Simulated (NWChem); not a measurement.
Molecule: C2H8AlN; SMILES [CH3][Al]([CH3])[NH2]

```xyz
12

Al     0.0214     0.0002    -0.0002
C     -0.9206    -1.7290     0.0000
H     -0.2344    -2.6008    -0.0030
H     -1.5841    -1.8235    -0.8865
H     -1.5783    -1.8255     0.8907
C     -0.9137     1.7330     0.0001
H     -1.5739     1.8308    -0.8886
H     -0.2247     2.6027     0.0004
H     -1.5743     1.8304     0.8885
N      1.8128    -0.0042     0.0002
H      2.4062     0.8289    -0.0004
H      2.4013    -0.8408    -0.0010
```
Atoms are numbered in this order, from 1.

Computed with NWChem. Coordinates come from a PBE-D3(BJ)/def2-SVP optimisation. Level r2SCAN/def2-SVP: energy and gradient on several grids; changes count from the extra-fine grid, which is no exact limit either.

Question: Which is the coarsest grid (xcoarse; medium; xfine; fine; coarse) from which on the energy stays within 500 μHa and each gradient component within 500 μHa/bohr of xfine?

Answer: coarse.
| grid | size of the energy change (μHa) | largest change of a gradient component (μHa/bohr) | time, medium = 1 (rough) |
|---|---|---|---|
| xcoarse | 2000 | 3000 | about 1 |
| coarse | 200 | 200 | about 1 |
| medium | 200 | 60 | about 1 |
| fine | 30 | < 30 | about 1 |
| xfine | < 10 | < 30 | 3 |
